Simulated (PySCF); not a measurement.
Constitutional and geometric isomers with formula CH6Si3. Isolated molecules, 0 K electronic values unless said otherwise. One relaxed conformer stands for each flexible species; it need not be the lowest. Strings in code marks are SMILES.

All values below come from PySCF with ωB97X-D3(BJ)/def2-TZVP // PBE0-D3(BJ)/def2-TZVP. All candidates: neutral, multiplicity 1. 

```
Item             Result
-------------  --------
HOMO–LUMO gap   8.44 eV
dipole moment    1.89 D
HOMO           -7.88 eV
```

Problem. Which member has these values?
A. `C1=[SiH][SiH2][SiH2]1`
B. `C=[Si]1[SiH2][SiH2]1`
C. `C[Si]1=[SiH][SiH2]1`
D. `C[SiH]1[SiH]=[SiH]1`

Solution. C, `C[Si]1=[SiH][SiH2]1`. The others give `C=[Si]1[SiH2][SiH2]1`: 8.45 eV, 0.82 D, -8.89 eV; `C1=[SiH][SiH2][SiH2]1`: 9.34 eV, 1.24 D, -9.07 eV; `C[SiH]1[SiH]=[SiH]1`: 8.26 eV, 0.59 D, -8.03 eV
